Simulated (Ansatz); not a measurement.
```yaml
crystal:
  periodic: [false, false, false]
  atoms:
    - {symbol: B, position_ang: [-0.386258, 0.926609, 0.477319]}
    - {symbol: C, position_ang: [0.826842, 0.725695, -0.311256]}
    - {symbol: F, position_ang: [2.071871, 0.835751, 0.205240]}
    - {symbol: Ga, position_ang: [-0.328357, -1.206924, -0.106110]}
    - {symbol: H, position_ang: [-1.414618, 0.639956, -0.145904]}
    - {symbol: H, position_ang: [-0.448021, 1.166126, 1.640697]}
    - {symbol: H, position_ang: [0.884079, 0.630910, -1.395901]}
    - {symbol: H, position_ang: [-0.391020, -1.768579, -1.561218]}
    - {symbol: H, position_ang: [-0.725917, -1.995846, 1.180131]}
basis:
  gaussian: {orbitals: pcseg-2}
magnetization: {spin_polarized: true, initial_magnetization: 8}
hamiltonian: {xc: {name: HSE06}, dispersion: d3bj}
scf: {lower_state_search: off}
output: {forces: true}
```

```sh
$ ansatz run in.yaml --threads 2 --pin off --events-out ev --progress --plain --max-ram 4352MiB
```

It prints (some lines left out):

```
Functional definition: HSE06
1157 factors; their error is unknown
85 factors; integrals over basis functions are off by at most 4.4e-7 eV
mean field evaluation 1: about -56828.6391 eV, gradient 6.5e1 eV
mean field evaluation 2: about -56732.6049 eV, gradient 1.3e2 eV
mean field evaluation 4: about -56835.9407 eV, gradient 4.6e1 eV
mean field evaluation 8: about -56853.0109 eV, gradient 1.4e0 eV
mean field evaluation 16: about -56853.3132 eV, gradient 4.3e-2 eV
mean field evaluation 32: about -56853.3132 eV, gradient 2.8e-5 eV
mean field -56853.31323982 eV, -2089.3207250037 hartree, gradient 9.9e-6 eV, S^2 20.010238; 0 other end points of the search recorded, 0 dependent functions left out
reference -56853.31329810 eV, -2089.3207271452 hartree; 32, 24 occupied and 171, 179 virtual orbitals, 1157 factors
Total energy: -56853.41694371 eV, -2089.3245360513 hartree
Atom 0 at    -0.386258     0.926609     0.477319 Å, force    -0.008350     2.447885     2.187774 eV/Å
Atom 1 at     0.826842     0.725695    -0.311256 Å, force     2.725345     0.638637    -1.917154 eV/Å
Atom 2 at     2.071871     0.835751     0.205240 Å, force     3.006381     0.471422     0.586357 eV/Å
Atom 3 at    -0.328357    -1.206924    -0.106110 Å, force     0.102736    -0.153906     0.440191 eV/Å
Atom 4 at    -1.414618     0.639956    -0.145904 Å, force    -3.978530    -0.296700    -0.233278 eV/Å
Atom 5 at    -0.448021     1.166126     1.640697 Å, force    -0.935941     0.833819     1.459755 eV/Å
Atom 6 at     0.884079     0.630910    -1.395901 Å, force     0.367971     0.453253    -1.412593 eV/Å
Atom 7 at    -0.391020    -1.768579    -1.561218 Å, force     0.075038    -2.157083    -3.895188 eV/Å
Atom 8 at    -0.725917    -1.995846     1.180131 Å, force    -1.354650    -2.237326     2.784136 eV/Å
Dipole moment:    -0.015163     0.191737     0.038498 e Å
Checks for a lower state left out: stability, starts, cluster_reference, orbital_swaps, neighbouring_geometries, increment
```

In this input the spin is set far too high for this molecule. The run converged. The result belongs to that input, not to the molecule as meant.
